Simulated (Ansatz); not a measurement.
The same path of BCl$_{2}$FH$_{3}$N (8 atoms, charge 0, multiplicity 1) was run twice with different band settings. Lost on the way: B1–F2, N5–H8. Made: F2–H8.

Computed with RKS PBE/def2-SVP in Ansatz 0.2.0.

Relaxed end points:

```xyz
8
Properties=species:S:1:pos:R:3
B 0.038 -0.153 0.175
F 0.185 0.685 1.250
Cl 1.473 -0.130 -0.988
Cl -1.612 -0.027 -0.647
N 0.057 -1.680 0.810
H -0.062 -2.375 0.058
H 0.958 -1.861 1.283
H -0.714 -1.797 1.488
```

```xyz
8
Properties=species:S:1:pos:R:3
B 0.081 -0.676 -0.435
F -0.297 0.268 2.273
Cl 1.545 0.207 -0.864
Cl -1.480 -0.240 -1.130
N 0.162 -1.768 0.472
H -0.622 -2.416 0.574
H 1.071 -2.165 0.723
H -0.136 -0.549 1.815
```

Common settings: movable images 7; climbing image yes; spring 5.0 eV/Å²; optimiser quadratic models (default); force threshold 0.05 eV/Å; iteration limit 60; end points relaxed.

| run | start path |
| --- | --- |
| 1 | through a guess of the saddle point |
| 2 | straight line |

Q: What does each run give, and how far can it be trusted?

A: Run 1: converged after 13 iterations, highest image 1.492 eV above the first end. A vibrational analysis at the climbing image gives one clearly imaginary mode, 511i cm⁻¹: a first-order saddle point.
Run 2: converged after 12 iterations, highest image 1.493 eV above the first end. Another band between the same ends (7 images) ends at a top of the same energy, where a vibrational analysis finds 1 clearly imaginary mode.
The orbitals stay closed-shell, which can raise the energy where a bond breaks towards radicals; this wasn't checked here.
